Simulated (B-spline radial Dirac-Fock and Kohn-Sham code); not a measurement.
Two-hole binding energies of Sc⁺

System: Sc⁺, [Ar] 3d1 4s1.

Input of the calculation (task.json; shells as n, l, electrons):

```json
{"items": [{
  "Z": 21,
  "q": 1,
  "cfg": [[1, 0, 2], [2, 0, 2], [2, 1, 6], [3, 0, 2], [3, 1, 6], [3, 2, 1], [4, 0, 1]],
  "A": 45,
  "rrms": 3.5459,
  "do": ["binding", "quiet", "double"]
}]}
```

Launch: `python xray_run.py task.json out`

Model: relaxed Dirac-Fock hole states (ΔSCF) with Breit and QED corrections and a finite nucleus. Program: a radial atomic solver. U is the two-hole binding energy less the two single-hole energies, the effective repulsion of the holes after relaxation. Each two-hole energy is an average over J within one jj subconfiguration.

```tsv
holes	E(a) (eV)	E(b) (eV)	E(ab) (eV)	U (eV)
1s⁻²	4508.1	4508.1	9307.1	291.0
1s⁻¹ 2p1/2⁻¹	4508.1	423.0	5006.1	75.1
1s⁻¹ 2p3/2⁻¹	4508.1	418.5	5000.6	74.1
1s⁻¹ 3p1/2⁻¹	4508.1	47.54	4577.4	21.8
1s⁻¹ 3p3/2⁻¹	4508.1	47.04	4576.7	21.6
2s⁻²	518.4	518.4	?	?
2s⁻¹ 2p1/2⁻¹	518.4	423.0	986.5	45.1
2p1/2⁻²	423.0	423.0	903.3	57.3
2p3/2⁻²	418.5	418.5	891.2	54.2
2s⁻¹ 3p1/2⁻¹	518.4	47.54	586.2	20.3
2s⁻¹ 3p3/2⁻¹	518.4	47.04	585.6	20.2
2p1/2⁻¹ 3p3/2⁻¹	423.0	47.04	490.6	20.5
2p3/2⁻¹ 3p1/2⁻¹	418.5	47.54	486.6	20.6
3p1/2⁻¹ 3p3/2⁻¹	47.54	47.04	110.8	16.2
```

Question: Give the missing two-hole energy and U.

Answer: E(ab) = 1086.9 eV and U = 50.0 eV.
